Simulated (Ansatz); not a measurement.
Consider the ligand exchange at a B–Br bond: `NB(S)Br` + NH₃ → `NB(N)S` + HBr.

Program: Ansatz. Geometries: PBE0-D4/def2-TZVP. ΔE: electronic, gas phase. CCSD(T)/CBS is the MP2 limit (def2-TZVPP, def2-QZVPP) plus CCSD(T) − MP2 in def2-TZVPP, frozen cores. This one scheme is used for every species. Functionals use def2-TZVPP. For Br outer-core shells are correlated without core-valence functions, which leaves a few kJ/mol of doubt a bond. Scalar relativity is left out up to krypton. One conformer a species, not always the lowest.

`NB(S)Br`:

```xyz
7

N    -0.090   -0.914    0.794
B    -0.122    0.159   -0.086
S     1.354    0.620   -1.033
Br   -1.778    1.147   -0.275
H    -0.893   -1.191    1.331
H     0.731   -1.475    0.948
H     0.798    1.653   -1.679
```

NH₃:

```xyz
4

N     0.042   -0.206    0.188
H    -0.574   -0.501   -0.559
H    -0.377    0.612    0.613
H     0.908    0.095   -0.242
```

`NB(N)S`:

Z-matrix (Å, degrees):
```
N
B 1 1.411
H 1 1.004 2 122.9
H 1 1.002 2 123.2 3 -175.0
N 2 1.411 1 122.3 3 2.9
S 2 1.844 1 121.3 3 -177.7
H 5 1.003 2 122.8 1 -173.9
H 5 1.004 2 123.3 1 5.9
H 6 1.340 2 97.0 1 13.7
```

HBr:

```xyz
2

Br   -0.649    0.258   -0.127
H     0.649   -0.258    0.127
```

```csv
level,ΔE (kcal/mol)
PBE0,-0.5
SCS-MP2/def2-TZVPP,0.4
CCSD(T)/def2-TZVPP,-0.1
HF/def2-QZVPP,-3.2
```

Q: What does CCSD(T)/CBS give? (Best estimate.)

A: The calculation gave: +0.3 kcal/mol. The listed levels differ from it by -0.8, 0.1, -0.4, -3.5 kcal/mol.

Largest T1 diagnostic among the species: 0.011.

In def2-TZVPP, CCSD(T) changes the Hartree–Fock value by +2.7 kcal/mol (the triples alone add +0.7 kcal/mol) and MP2 by +4.1 kcal/mol.
